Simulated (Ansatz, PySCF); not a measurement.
Conformers of C3H8O2 (SMILES OCCCO), B3LYP-D3(BJ)/def2-TZVP minima from an xTB search, which can miss the lowest.
Conformer 1 (charge 0, multiplicity 1):
```xyz
13

O      1.179     1.380     0.130
C      1.152    -0.013     0.473
C      0.072    -0.791    -0.269
C     -1.340    -0.284     0.008
O     -1.580     1.013    -0.515
H      1.472     1.462    -0.785
H      2.136    -0.462     0.304
H      0.959    -0.034     1.547
H      0.141    -1.841     0.034
H      0.263    -0.757    -1.347
H     -1.528    -0.308     1.091
H     -2.072    -0.942    -0.463
H     -0.855     1.577    -0.210
```

Correlated levels freeze the cores. CBS: X⁻³ extrapolation of the correlation energy, Hartree–Fock from the larger set. MP2 and its Hartree–Fock in cc-pVQZ are density fitted. Rows in 6-31G* carry no dispersion term and start afresh at each structure (6-31G* with six Cartesian d functions).

Run with Ansatz (a program for electronic structure) with Gaussian orbitals; PySCF for 6-31G* rows. Each number belongs to the level named beside it.

Electronic energies of 5 conformers above conformer 1 (kcal/mol):

| level | conformer 1 | conformer 2 | conformer 3 | conformer 4 | conformer 5 |
|---|---|---|---|---|---|
| PBE/def2-TZVPP | 0.00 | 1.84 | 2.54 | 2.77 | 2.98 |
| B3LYP/6-31G* | 0.00 | 2.48 | 3.68 | 3.95 | 4.38 |
| wB97M-V/def2-TZVPP | 0.00 | 1.44 | 2.63 | 2.82 | 3.13 |
| MP2/CBS(cc-pVTZ, cc-pVQZ) + ΔCCSD(T)/cc-pVTZ | 0.00 | 1.37 | 2.43 | 2.60 | 2.89 |

Q: Give Boltzmann populations at 298.15 K for each level, counting each conformer once and leaving out zero-point, thermal and symmetry terms.

A: 
Weights exp(−E/RT) with RT = 0.5925 kcal/mol, divided by their sum:
- PBE/def2-TZVPP: 93 %, 4 %, 1 %, 1 %, 1 %
- B3LYP/6-31G*: 98 %, 1 %, 0 %, 0 %, 0 %
- wB97M-V/def2-TZVPP: 90 %, 8 %, 1 %, 1 %, 0 %
- MP2/CBS(cc-pVTZ, cc-pVQZ) + ΔCCSD(T)/cc-pVTZ: 88 %, 9 %, 1 %, 1 %, 1 %
The share of conformer 1 runs from 88 to 98 % over these levels.
